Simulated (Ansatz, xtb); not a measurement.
## C3H10GeSi: which of two isomers lies lower

We compare X, `[SiH3][C@@H]1C[C@H]1[GeH3]`, a singlet, with Y, `[SiH3][C]1([GeH3])CC1`, a singlet. Both are isolated molecules in the gas phase, relaxed with PBE-D3(BJ)/def2-SVP.

Quicker runs give these differences E(Y) − E(X): GFN2-xTB +0.054 eV; HF/STO-3G +0.113 eV (at GFN2-xTB geometries); r2SCAN-D4/def2-SVP −0.046 eV (at GFN2-xTB geometries).

**Question.** Estimate which is lower in electronic energy at CCSD(T)/def2-SVP + ΔMP2/def2-TZVPP, and by roughly how much.

**Answer.** The CCSD(T)/def2-SVP + ΔMP2/def2-TZVPP calculation puts structure Y lower, by 0.061 eV.

Level by level:

```tsv
level	geometry	E(Y) − E(X) (eV)	departure from the last row (eV)	job, with rough time for the two
GFN2-xTB	GFN2-xTB	+0.054	+0.115	optimisation, 0.29 s
HF/STO-3G	GFN2-xTB	+0.113	+0.174	single point, 1.1 s
r2SCAN-D4/def2-SVP	GFN2-xTB	−0.046	+0.015	single point, 8.7 s
PBE-D3(BJ)/def2-SVP	PBE-D3(BJ)/def2-SVP	−0.035	+0.026	optimisation, 34 s
HF/def2-SVP	PBE-D3(BJ)/def2-SVP	−0.004	+0.057	part of the CCSD(T) run
MP2/def2-SVP	PBE-D3(BJ)/def2-SVP	−0.069	−0.008	part of the CCSD(T) run
CCSD(T)/def2-SVP	PBE-D3(BJ)/def2-SVP	−0.058	+0.003	single point
CCSD(T)/def2-SVP + ΔMP2/def2-TZVPP	PBE-D3(BJ)/def2-SVP	−0.061		single point, 2.3 min
```

As drawn, both hold the same kinds of bond in the same numbers.

GFN2-xTB, HF/STO-3G put the two in the other order. HF/def2-SVP finds them nearly level. The largest departure from CCSD(T)/def2-SVP + ΔMP2/def2-TZVPP is that of HF/STO-3G, 0.174 eV. The last row adds to CCSD(T) the change of the MP2 difference between the two basis sets, here −0.003 eV.

With thermal terms from frequencies at re-optimised GFN2-xTB minima (ideal gas, soft modes damped towards free rotors, one conformer each, 298.15 K, 1 atm): the zero-point term adds −0.004 eV; ΔH is −0.065 and ΔG −0.053 eV.

The correlated steps freeze 17 core orbitals; the filled d shell of Ge is correlated, in a basis made for valence electrons. Mirror images aren't counted in ΔG. Run with Ansatz 0.2.0, xtb 6.7.1; the last row on 2 threads of AMD EPYC 7R43 64-Core Processor (Zen 3) on a shared host.
